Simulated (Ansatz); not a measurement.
`C[S][SnH]([F])[Cl]` + H₂ → `C[S][SnH2][Cl]` + H–F at 500 K and 1 bar (hydrogenolysis of the Sn–F bond).

Gas-phase electronic energies from Ansatz, PBE0-D4/def2-TZVP geometries. CCSD(T)/CBS is the MP2 limit (def2-TZVPP, def2-QZVPP) plus CCSD(T) − MP2 in def2-TZVPP, frozen cores. This one scheme is used for every species. Elements past krypton have def2 core potentials. For Sn outer-core shells are correlated without core-valence functions, which leaves a few kJ/mol of doubt a bond. One conformer a species, not always the lowest.

```
             species  CCSD(T)/CBS energy (Eh)  H − E (kJ/mol)  S (J/(mol·K))
`C[S][SnH]([F])[Cl]`              -1211.93328           179.8          462.5
                  H₂                 -1.17544            41.0          145.5
    `C[S][SnH2][Cl]`              -1112.69775           187.7          433.6
                 H–F               -100.39570            39.4          188.7
```

H − E and S are ideal-gas, rigid-rotor, harmonic terms from PBE0-D4/def2-TZVP, for one conformer and one mirror image of each species. The MP2-based limit puts H₂ 0.8 mEh under its directly extrapolated value; such offsets cancel only in part. 1 Eh = 2625.50 kJ/mol, R = 8.31446 J/(mol·K).

By hand: ΔE, ΔH, ΔS and ΔG.

ΔE = (-1112.69775) + (-100.39570) − (-1211.93328) − (-1.17544) = 0.01527 Eh = 40.1 kJ/mol. Δ(H − E) = 187.7 + 39.4 − 179.8 − 41.0 = 6.3, so ΔH = 46.4 kJ/mol. ΔS = 433.6 + 188.7 − 462.5 − 145.5 = 14.3 J/(mol·K). ΔG = 46.4 − 500 × (14.3)/1000 = 39.2 kJ/mol.

By hand: the equilibrium constant, and the temperature at which ΔG would vanish if ΔH and ΔS stayed fixed.

log₁₀ K = −ΔG/(RT ln 10) = -4.1. ΔG = 0 at ΔH/ΔS = 3245 K, far beyond where these terms or the molecules hold.

The number of gas molecules stays the same, so ΔS is small and ΔH decides. A doubt of 5 kJ/mol in ΔE shifts log₁₀ K by 0.5 here. Other conformers and mirror images would add mixing entropy, several J/(mol·K) or more a flexible species. Modes under 60 cm⁻¹, often nearly free rotors, make the harmonic entropy too high. These are equilibria of isolated gas molecules and say nothing of rates. Largest T1 diagnostic: 0.013 (customary marks: 0.02 for closed shells, 0.045 for open ones).
